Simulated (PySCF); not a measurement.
## Trend along group 12: MCl molecules

PBE0 with triple-zeta basis sets in PySCF, for the lowest determinant that a PBE0 search found; no spin–orbit coupling. De refers to high-spin ground-configuration atoms. A positive dipole means M(−)Cl(+).

```json
{"M": "Zn", "basis": "def2-TZVPP", "state (unpaired electrons)": "doublet (σ ↑)", "Re (Å)": "2.158", "ωe (cm⁻¹)": "375", "De (eV)": "2.34", "μ (D)": "-2.72"}
{"M": "Cd", "basis": "x2c-TZVPPall", "state (unpaired electrons)": "doublet (σ ↑)", "Re (Å)": "2.357", "ωe (cm⁻¹)": "315", "De (eV)": "2.02", "μ (D)": "-3.43"}
{"M": "Hg", "basis": "def2-TZVPP", "state (unpaired electrons)": "doublet (σ ↑)", "Re (Å)": "2.399", "ωe (cm⁻¹)": "271", "De (eV)": "1.14", "μ (D)": "-2.91"}
```

The shortest bond is that of ZnCl (2.158 Å), the longest that of HgCl (2.399 Å). ZnCl is bound most strongly (2.34 eV) and HgCl least (1.14 eV).

The rows differ in basis set, which adds steps of its own.

Down a group the atoms grow and get heavier, so bonds lengthen and wavenumbers fall; this series shows no clear exception.

These are scalar-relativistic numbers at best; spin–orbit coupling would shift them, the dissociation energy most. States were picked by a PBE0 search and need not be the measured ground states.
